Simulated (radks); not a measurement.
Re22+, configuration [Kr] 4d10 4f5 5p2 (not the ground configuration).

Method: Dirac Kohn-Sham, PBE, spin-unpolarised, spherical densities, finite nucleus; open shells fill j = l - 1/2 first; Fermi nuclear charge, rms radius 5.3698 fm; computed with a radial shooting solver on a logarithmic mesh with Libxc functionals.

Energy parts (Ry):
total: -33015.8627
kinetic: 37380.7214
electron-nucleus: -80010.5004
Hartree: 10227.0568
exchange-correlation: -613.1406

Orbitals (lengths in bohr, moments of r in powers of bohr; r(max) is where P^2 peaks):
orbital	occ.	eigenvalue (Ry)	<r^2>	<1/r>	<r>	r(max)
1s1/2	2	-5305.570	0.0004481	88.71	0.01804	0.01124
2s1/2	2	-959.3828	0.006823	21.63	0.07561	0.06474
2p1/2	2	-920.1663	0.004862	21.60	0.06248	0.04803
2p3/2	4	-814.4167	0.006061	18.04	0.07056	0.05497
3s1/2	2	-259.6918	0.04436	7.952	0.1967	0.1822
3p1/2	2	-242.1955	0.04064	7.866	0.1867	0.1705
3p3/2	4	-219.1618	0.04710	6.948	0.2015	0.1847
3d3/2	4	-189.7438	0.03644	6.836	0.1762	0.1446
3d5/2	6	-184.7521	0.03820	6.621	0.1807	0.1485
4s1/2	2	-89.72559	0.2048	3.474	0.4263	0.4067
4p1/2	2	-82.33082	0.2076	3.380	0.4276	0.4049
4p3/2	4	-76.38711	0.2350	3.073	0.4554	0.4319
4d3/2	4	-64.18758	0.2394	2.909	0.4567	0.4227
4d5/2	6	-63.01066	0.2480	2.839	0.4651	0.4307
4f5/2	5	-47.67934	0.2411	2.586	0.4562	0.3759
4f7/2	0	-47.39944	0.2448	2.562	0.4599	0.3791
5s1/2	0	-42.23844	0.7536	1.725	0.8228	0.8112
5p1/2	2	-39.20357	0.7994	1.662	0.8461	0.8324
5p3/2	0	-37.35278	0.8787	1.555	0.8873	0.8769
5d3/2	0	-32.43161	0.9849	1.448	0.9363	0.9226
5d5/2	0	-32.06599	1.009	1.425	0.9477	0.9354

The highest occupied level is 5p1/2 at -533.39 eV. The configuration is held as typed, so some empty levels lie below it. The electron density at the nucleus is 1.546e+06 e/bohr^3.
